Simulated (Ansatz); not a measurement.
Program: Ansatz. Geometries: PBE0-D4/def2-TZVP. ΔE: electronic, gas phase. CBS: MP2 limit from def2 TZ/QZ plus the TZ coupled-cluster correction, frozen cores. This one scheme is used for every species. Functionals use def2-TZVPP. def2 core potentials past Kr. For W outer-core shells are correlated without core-valence functions, which leaves a few kJ/mol of doubt a bond. One conformer a species, not always the lowest.

Consider the ligand exchange at a W–N bond: `C[O][W](=[S])(=[S])[N](C)C` + H–F → `C[O][W]([F])(=[S])=[S]` + `CNC`.

Question: Is it downhill or uphill in electronic energy at CCSD(T)/CBS, and by how much? (Best estimate.)

Answer: Computed: Downhill: ΔE = -11.3 kJ/mol.

Question: What do these levels give: r2SCANh-D4, ωB97X-V, BLYP, BHLYP, HF/def2-SVP, SCS-MP2/def2-TZVPP? (Best estimate.)

Answer: Ansatz gave: r2SCANh-D4 -34.0, ωB97X-V -37.6, BLYP -58.7, BHLYP -50.0, HF/def2-SVP -56.5, SCS-MP2/def2-TZVPP -7.9 kJ/mol.

Largest T1 diagnostic among the species: 0.022, so the coupled-cluster value is less sure than usual.

From PBE to PBE0 (25 % exact exchange), in def2-TZVPP and without D4, ΔE moves by +4.9 kJ/mol. At CCSD(T), def2-SVP lies −5.9 kJ/mol from the extrapolated value and def2-TZVPP +0.6 kJ/mol. In def2-TZVPP, CCSD(T) changes the Hartree–Fock value by +48.6 kJ/mol (the triples alone add +7.3 kJ/mol) and MP2 by +66.8 kJ/mol.
